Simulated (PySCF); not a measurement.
Which determinant of GeS lies lowest?

Unrestricted PBE0; PySCF, no relativity, basis sets Ge 6-31G(d,p), S 6-31G(d,p). Outer shells of the fragments: Ge 3d10 4s2 4p2; S 3s2 3p4.

Followed along the bond (rough minima from three points):

```tsv
2Ms+1	unpaired	⟨S²⟩ at the start	R at minimum (Å)	Te (eV)
1	none	0.00	2.03	0.00
3	π ↑↑	2.01	none in the scan	≤ 2.60
5	σ ↑, π ↑↑↑	6.00	none in the scan	≤ 5.31
```

Solutions found at the starting distance of 2.145 Å, counted from the lowest of them; the search is not exhaustive and high or unbound solutions are not listed, so other states can lie among these:

| 2Ms+1 | unpaired | term | E (eV) | ⟨S²⟩ | ⟨Lz²⟩ | μ (D) |
| --- | --- | --- | --- | --- | --- | --- |
| 1 | none | ¹Σ⁺ | 0.00 | 0.00 | 0.00 | -2.76 |
| 3 | π ↑↑ | mixed | 2.54 | 2.01 | 2.01 | -0.21 |
| 3 | π ↑↑ | mixed | 2.89 | 2.01 | 2.01 | -0.46 |
| 1 | π ↑↓ | mixed | 2.95 | 1.01 | 2.01 | -0.54 |
| 3 | σ ↑, π ↑ | ³Π | 3.02 | 2.01 | 1.01 | -2.26 |
| 1 | σ ↓, π ↑ | mixed | 3.32 | 1.02 | 1.01 | -2.02 |
| 5 | σ ↑, π ↑↑↑ | ⁵Π | 5.39 | 6.00 | 1.00 | 0.46 |
| 3 | σ ↑, π ↑ | ³Π | 6.19 | 2.00 | 1.01 | 0.42 |
| 3 | σ ↑↑ | ³Σ⁺ | 6.28 | 2.01 | 0.00 | -0.93 |
| 5 | π ↑↑↑↑ | ⁵Σ⁺ | 6.32 | 6.01 | 0.00 | 4.48 |

A term symbol is given only where ⟨S²⟩ and ⟨Lz²⟩ are close to those of a pure state; real π, δ and φ orbitals otherwise mix terms. A positive dipole means Ge(−)S(+).

The measured ground state is X ¹Σ+ (Huber and Herzberg, Constants of Diatomic Molecules (1979)).

Counting both spins, an empty level lies below a filled one in some of these solutions, because spin and occupation are held.
